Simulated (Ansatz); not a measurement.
Geometry optimisation, RKS PBE/def2-SVP in Ansatz.

Input:

```yaml
crystal:
  periodic: [false, false, false]
  atoms:
    - { symbol: Ga, position_ang: [-0.2298, -0.4769, -0.2348] }
    - { symbol: "N", position_ang: [-0.2931, 1.6648, -0.9329] }
    - { symbol: O, position_ang: [-1.1288, -0.577, -1.6696] }
    - { symbol: H, position_ang: [-0.8838, 0.6804, -1.6373] }
    - { symbol: C, position_ang: [0.6355, -1.3322, 1.3988] }
    - { symbol: H, position_ang: [-0.9311, 2.3684, -0.5741] }
    - { symbol: H, position_ang: [0.4657, 2.135, -1.4133] }
    - { symbol: H, position_ang: [0.4209, -2.4027, 1.3842] }
    - { symbol: H, position_ang: [0.2318, -0.8871, 2.3071] }
    - { symbol: H, position_ang: [1.7126, -1.1726, 1.3719] }
basis:
  gaussian: { orbitals: def2-SVP }
hamiltonian:
  xc: pbe
relax:
  f_tol: 0.15
  max_steps: 25
  restrain:
    - { distance: [3, 1], at: 2.32, k: 30.0 }
    - { distance: [0, 1], at: 1.93, k: 30.0 }
    - { distance: [3, 2], at: 0.97, k: 30.0 }
```

Launched with:

```bash
$ ansatz run input.yaml --threads 2 --pin off --max-ram 3072MiB --backend cpu --events-out ev --progress --plain --runs-dir out
```

Q: Where does it end, and by what steps?

A: The forces met the threshold. The restraints hold the end off the free minimum. After 16 steps the energy has fallen by 1.417 eV (the restraints' own energy left out); H6 moved furthest, 1.39 Å. Joined: O3–H4.

| step | energy less start (eV) | largest force component (eV/Å) | accepted |
| --- | --- | --- | --- |
| 0 | 0.0000 | 2.056 | yes |
| 1 | -0.1590 | 2.357 | yes |
| 2 | -0.4901 | 1.930 | yes |
| 3 | -0.9758 | 0.627 | yes |
| 4 | -1.0808 | 0.756 | yes |
| 5 | -1.1152 | 1.195 | yes |
| 6 | -1.1741 | 0.612 | yes |
| 7 | -1.2261 | 0.705 | yes |
| 8 | -1.2521 | 1.039 | yes |
| 9 | -1.3493 | 0.927 | yes |
| 10 | -1.3935 | 1.060 | yes |
| 11 | -1.3907 | 1.060 | no |
| 12 | -1.4039 | 1.022 | yes |
| 13 | -1.4104 | 0.992 | yes |
| 14 | -1.4150 | 0.931 | yes |
| 15 | -1.4063 | 0.800 | no |
| 16 | -1.4173 | 0.876 | yes |

```xyz
10
Properties=species:S:1:pos:R:3
Ga -0.186 -0.140 -0.184
N -0.115 1.695 -0.671
O -1.524 -0.637 -1.304
H -1.714 0.270 -1.613
C 0.669 -1.193 1.228
H -0.220 1.889 -1.674
H 0.616 2.316 -0.307
H 0.619 -2.269 0.973
H 0.128 -1.035 2.183
H 1.726 -0.898 1.369
```

Whether the end is a true minimum wasn't checked by a vibrational analysis.

Run time: 32 s on 2 threads of Arm Neoverse V2 (shared host), peak memory 0.15 GiB.
